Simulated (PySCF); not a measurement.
## MO anions for M along group 13

CCSD(T) with double-zeta basis sets in PySCF, for the lowest determinant that a PBE0 search found; no spin–orbit coupling. De refers to high-spin ground-configuration atoms (the charge goes to the atom of lower measured ionisation energy or higher electron affinity, which is not always the lowest computed limit).

```json
{"M": "B", "basis": "def2-SVPD", "reference, frozen orbitals": "RHF, 2", "charged atom": "O−", "state (unpaired electrons)": "singlet (closed shell)", "Re (Å)": "1.251", "ωe (cm⁻¹)": "1696", "De (eV)": "n/a"}
{"M": "Al", "basis": "aug-cc-pV(D+d)Z/aug-cc-pVDZ", "reference, frozen orbitals": "RHF, 6", "charged atom": "O−", "state (unpaired electrons)": "singlet (closed shell)", "Re (Å)": "1.669", "ωe (cm⁻¹)": "911", "De (eV)": "n/a"}
{"M": "Ga", "basis": "aug-cc-pVDZ-PP/aug-cc-pVDZ", "reference, frozen orbitals": "RHF, 5", "charged atom": "O−", "state (unpaired electrons)": "singlet (closed shell)", "Re (Å)": "1.747", "ωe (cm⁻¹)": "752", "De (eV)": "n/a"}
{"M": "In", "basis": "aug-cc-pVDZ-PP/aug-cc-pVDZ", "reference, frozen orbitals": "RHF, 5", "charged atom": "O−", "state (unpaired electrons)": "singlet (closed shell)", "Re (Å)": "1.962", "ωe (cm⁻¹)": "642", "De (eV)": "n/a"}
{"M": "Tl", "basis": "aug-cc-pVDZ-PP/aug-cc-pVDZ", "reference, frozen orbitals": "RHF, 5", "charged atom": "O−", "state (unpaired electrons)": "singlet (closed shell)", "Re (Å)": "2.046", "ωe (cm⁻¹)": "576", "De (eV)": "n/a"}
```

The shortest bond is that of BO⁻ (1.251 Å), the longest that of TlO⁻ (2.046 Å).

The rows differ in basis set, which adds steps of its own.

Down a group the atoms grow and get heavier, so bonds lengthen and wavenumbers fall; this series shows no clear exception.

Correlated steps freeze the inner cores (2 to 6 orbitals); shallow outer-core shells are correlated. These are scalar-relativistic numbers at best; spin–orbit coupling would shift them, the dissociation energy most. The CCSD T1 diagnostic is raised in AlO⁻, BO⁻, GaO⁻, InO⁻, TlO⁻, a sign that a single reference may not be enough there.
